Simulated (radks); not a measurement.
The numbers below are computed, except where a source is named.
Valence configurations of the technetium ion Tc2+ (all share [Kr]). Code: a radial shooting solver on a logarithmic mesh with Libxc functionals. Model: scalar-relativistic Kohn-Sham, PBEsol, spin-polarised, spherical densities, point nucleus; open shells are filled with parallel spins first (spin-orbit coupling, left out, can overturn this in heavy ions). Energies are relative to 4d5; eigenvalues in eV for spin up.

valence      E (eV)  moment (Bohr magnetons)    e(4d)    e(5p)    e(5s)
4d5           0.000                        5  -23.800        -        -
4d4 5s1       5.386                        5  -26.959        -  -20.883
4d3 5p2      24.888                        5  -32.099  -17.420        -
4d4.5 5p0.5   5.418                        5  -25.890  -14.534        -
4d4 5p1      11.359                        5  -27.972  -15.561        -
4d4.5 5s0.5   2.523                        5  -25.372        -  -19.992

NIST lists [Kr] 4d5 as the ground configuration; this level of theory agrees among the configurations tried. The energies are those of spherical high-spin densities, not of single terms.
